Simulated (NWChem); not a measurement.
Molecule: CH$_{4}$BF; SMILES CBF

```xyz
7

B     -0.4892    -0.1511    -0.0008
H     -1.6941    -0.2987     0.0019
F      0.2313    -1.2643     0.0002
C      0.2014     1.2452    -0.0016
H     -0.1166     1.8084     0.8932
H     -0.1590     1.8370    -0.8604
H      1.2994     1.2010    -0.0266
```
Atoms are numbered in this order, from 1.

Geometry: optimised at PBE0/def2-SVP.

Task: Give the principal values of the shielding tensors (ppm) of B1, F3, C4 from PBE/pcSseg-1, GIAO (NWChem), with their diamagnetic and paramagnetic parts as GIAO splits them.

Result: 
| atom | σ11 | σ22 | σ33 | isotropic | diamagnetic | paramagnetic |
|---|---|---|---|---|---|---|
| B1 | -27.7 | 57.6 | 82.3 | 37.4 | 192.2 | -154.8 |
| F3 | -65.8 | 2.7 | 466.0 | 134.3 | 473.1 | -338.8 |
| C4 | 144.4 | 174.1 | 191.8 | 170.1 | 254.5 | -84.4 |
